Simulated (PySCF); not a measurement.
A calculated (UHF, PySCF 2.14, cc-pVTZ-DK, the spin-free X2C one-electron Hamiltonian (Gaussian nucleus)) atom or ion has these occupied shells.

```tsv
shell	electrons	orbital energy (eV)	rms radius, mean of both spins (bohr)
1s α	1	-11965.9	0.0524
1s β	1	-11965.8	0.0524
2s α	1	-1593.9	0.219
2s β	1	-1593.9	0.219
2p α	3	-1395.7	0.196
2p β	3	-1395.6	0.196
3s α	1	-246.96	0.639
3s β	1	-246.78	0.639
3p α	3	-183.20	0.667
3p β	3	-182.95	0.667
3d α	5	-77.981	0.746
3d β	5	-77.851	0.746
4s α	1	-38.965	1.97
4s β	1	-36.211	1.97
4p α	1	-27.813	2.31
```

Name the element and its charge.

As²⁺ (arsenic, charge +2), in [Ar] 3d10 4s2 4p1, 2P determinant.
